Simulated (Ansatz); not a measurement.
Total energies of `[OH][InH][OH]`.

Z-matrix (Å, degrees):
```
In
O 1 1.973
O 1 1.985 2 106.6
H 1 1.692 2 125.3 3 -180.0
H 2 0.961 1 111.0 3 0.1
H 3 0.959 1 114.5 2 -179.9
```

The species carries charge 0 and has multiplicity 1. Correlated methods include outer-core shells of In, which these sets cover unevenly. In: def2 effective core potential. Geometry: relaxed with PBE0-D4/def2-TZVP. It is one conformer, not always the lowest. Basis def2-TZVPP, Ansatz.

RPA on PBE orbitals: Hartree–Fock energy of these orbitals -340.71751 Eh, correlation -1.16419 Eh (frozen core).

```tsv
functional	energy without D4 (Eh)	D4 term (kJ/mol)
LDA (SPW92)	-341.07156	–
PBE0	-342.31656	-6.5
B3LYP	-342.55119	-12.5
r2SCANh	-342.45343	-1.9
r2SCAN0	-342.41678	-2.1
HSE06 (plane-wave form)	-342.30839	-6.1
BHLYP	-342.32140	-10.5
CAM-B3LYP	-342.41354	-6.6
ωB97M-V	-342.37973	–
B2PLYP	-342.17186	–
```

Q: Give the same for PBE, revPBE, BLYP, r2SCAN, B97M-V, LC-ωPBE, ωB97X-V, PBE-QIDH. (An estimate is asked.)

A: Computed: 
```tsv
functional	energy without D4 (Eh)	D4 term (kJ/mol)
PBE	-342.32332	-7.7
revPBE	-342.48355	-20.7
BLYP	-342.41574	-16.6
r2SCAN	-342.47878	-1.7
B97M-V	-342.43588	–
LC-ωPBE	-342.42760	–
ωB97X-V	-342.40722	–
PBE-QIDH	-342.09381	–
```

B3LYP takes the VWN-RPA correlation (the form of Gaussian; ORCA's B3LYP/G). HSE06 is the plane-wave form, built on full-range PBE exchange. The double hybrids freeze the cores in their second-order part.

LC-ωPBE has ω = 0.4 bohr⁻¹.
